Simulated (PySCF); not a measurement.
PBEsol on Mo- (molybdenum, charge -1), [Kr] 4d5 5s2, high-spin 6S determinant. Calculation: PySCF 2.14, in aug-cc-pwCVDZ-PP with ECP28MDF; scalar relativity through the core potential.

```
cycle= 1 E= -67.7949319469857  delta_E= -0.0176  |g|= 0.0675  |ddm|= 1.28
cycle= 2 E= -67.7924096807407  delta_E= 0.00252  |g|= 0.094  |ddm|= 0.349
cycle= 3 E= -67.7966908223104  delta_E= -0.00428  |g|= 0.0174  |ddm|= 0.174
cycle= 4 E= -67.7969649257019  delta_E= -0.000274  |g|= 0.00252  |ddm|= 0.0743
cycle= 5 E= -67.796975343313  delta_E= -1.04e-05  |g|= 9.5e-05  |ddm|= 0.0191
cycle= 6 E= -67.7969753872196  delta_E= -4.39e-08  |g|= 1.08e-05  |ddm|= 0.0022
cycle= 7 E= -67.7969753873662  delta_E= -1.47e-10  |g|= 6.59e-07  |ddm|= 4.07e-05
converged SCF energy = -67.7969753873662  <S^2> = 8.8585453  2S+1 = 6.0360733
```

Highest occupied orbital energy: 1.183 eV; ⟨L²⟩ = 0.00; populations by l: s 4.00, p 6.00, d 5.00, f 0.00.

(1) Can this result be used?

Answers

(1) With care. The run converged. Energies and moments cover only the electrons outside the core potential. ⟨S²⟩ = 8.86 against 8.75 shows spin contamination. At PBEsol the highest occupied level has a positive energy, so only the finite basis holds that electron; in a semilocal or global hybrid functional this comes from self-interaction and does not mean that the real anion is unbound.
